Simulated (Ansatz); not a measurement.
Computed with Ansatz on PBE0-D4/def2-TZVP structures; ΔE is electronic, products minus reactants. CCSD(T)/CBS is the MP2 limit (def2-TZVPP, def2-QZVPP) plus CCSD(T) − MP2 in def2-TZVPP, frozen cores. DFT in def2-TZVPP. B3LYP here is the variant with VWN-RPA as its local correlation; programs differ in this. HSE06 is defined as in plane-wave codes. For Ge outer-core shells are correlated without core-valence functions, which leaves a few kJ/mol of doubt a bond. Scalar relativity is left out up to krypton. One conformer a species, not always the lowest.

`[SiH3]O[SiH2][SiH3]` + `[SH][GeH3]` → `[SiH3][S][GeH3]` + `O[SiH2][SiH3]`  (ligand exchange at the Si–O bond)

| level | ΔE (kJ/mol) | difference from CCSD(T)/CBS |
| --- | --- | --- |
| LDA (SPW92) | 30.2 | -11.4 |
| PBE-D4 | 27.4 | -14.2 |
| BLYP-D4 | 43.7 | 2.1 |
| B3LYP-D4 | 47.0 | 5.4 |
| BHLYP-D4 | 53.4 | 11.8 |
| CAM-B3LYP-D4 | 52.7 | 11.1 |
| ωB97M-V | 42.4 | 0.8 |
| r2SCAN | 37.8 | -3.8 |
| PBE0 | 32.3 | -9.3 |
| B3LYP | 47.2 | 5.6 |
| HSE06 | 31.9 | -9.7 |
| HF/def2-SVP | 59.6 | 18.0 |
| CCSD/def2-SVP | 48.7 | 7.1 |
| CCSD/def2-TZVPP | 48.6 | 7.0 |
| MP2/def2-QZVPP | 40.1 | -1.5 |
| HF/CBS(def2) | 66.4 | 24.8 |
| CCSD(T)/CBS | 41.6 | 0 |

Largest T1 diagnostic among the species: 0.012.

Leaving LDA and LC-ωPBE aside and taking each functional with its dispersion term where it has one, the values, not all of them listed here, spread over 26.1 kJ/mol, from revPBE-D4 to BHLYP-D4. From PBE to PBE0 (25 % exact exchange), in def2-TZVPP and without D4, ΔE moves by +4.9 kJ/mol.
